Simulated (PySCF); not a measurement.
Atoms are numbered as in `[CH3:1][SiH:2]([CH3:3])/[CH:4]=[CH:5]\[C:6](=[O:7])[CH2:8][SiH3:9]` (H(Xn): hydrogen on atom n).

All values are calculated (PySCF 2.14.0 with density-fitted response routines): coordinates at the GFN2-xTB level, NMR shieldings at PBE0/pcSseg-1/GIAO. Relativity neglected, equivalent nuclei averaged, in vacuum, single conformer.

Chemical shifts δ = σref − σ; TMS for 13C, all at this level.

Problem. Do the 13C shifts follow the atomic charges (in e)? Tabulate both.

Solution. 
```tsv
atoms	hybridisation	δ (ppm)	σ para (ppm)	Hirshfeld	IAO	Mulliken	ESP-fitted
C6	sp2	204.1	-271	+0.15	+0.36	+0.21	+0.62
C4	sp2	172.7	-249	-0.10	-0.35	-0.36	-0.33
C5	sp2	144.0	-219	-0.06	-0.20	-0.14	-0.34
C8	sp3	31.8	-104	-0.16	-0.57	-0.48	-0.52
C1/C3	sp3	-0.8	-66	-0.22	-0.72	-0.62	-0.78
```

Correlation coefficients of δ with charge over these carbons: Hirshfeld +0.85, IAO +0.87, Mulliken +0.85, ESP-fitted +0.81; with the paramagnetic shielding -1.00. With so few points, grouped by hybridisation, these coefficients are fragile. Charge is one influence among several: hybridisation and low-lying excitations act through the paramagnetic term.

Shifts are as computed. Against solution values, carbons near 30 ppm lie about +3 ppm off and those near 130 ppm about +5 ppm. Of 1211 compounds with measured shifts, 218 miss one by over three times the rms of a fit or turn the order of signals round; such compounds aren't used in these exercises.
